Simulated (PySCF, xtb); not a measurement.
CHCl, SMILES Cl[CH] (connectivity only; charge and spin as stated), neutral, multiplicity 1.

GFN2-xTB in xtb at its own geometry gives an orbital gap of 1.27 eV and a dipole moment of 1.71 D.

Geometry optimised at ωB97X-D3(BJ)/def2-TZVPD. The isomer is the one that the SMILES or the coordinates give; other isomers of the formula were not compared.

Q: What does M06-2X/def2-TZVPD (PySCF) give? (The exact figures need the calculation; the answer reports its results.)

A: gap 6.18 eV (levels -8.35 and -2.17 eV), dipole 1.53 D.
